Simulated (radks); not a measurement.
Values are calculated unless marked as measured or tabulated.
Problem. The xenon ion Xe13+ is in [Kr] 4d(3/2: 4, 5/2: 1). Level of theory: Dirac Kohn-Sham, PBE, spin-unpolarised, spherical densities, finite nucleus; Fermi nuclear charge, rms radius of each element as measured or else 0.836 A^(1/3) + 0.57 fm (a radial shooting solver on a logarithmic mesh with Libxc functionals). Sub-shells are occupied by j as written (lower j first in brackets). One electron is removed from 4d5/2, 4p3/2, 4p1/2, 4d3/2 in turn, with full relaxation. Which removal costs least, and what does each cost?

Solution. 4d5/2 312.58 eV; 4d3/2 315.26 eV; 4p3/2 397.50 eV; 4p1/2 411.87 eV. The 4d5/2 electron leaves first.
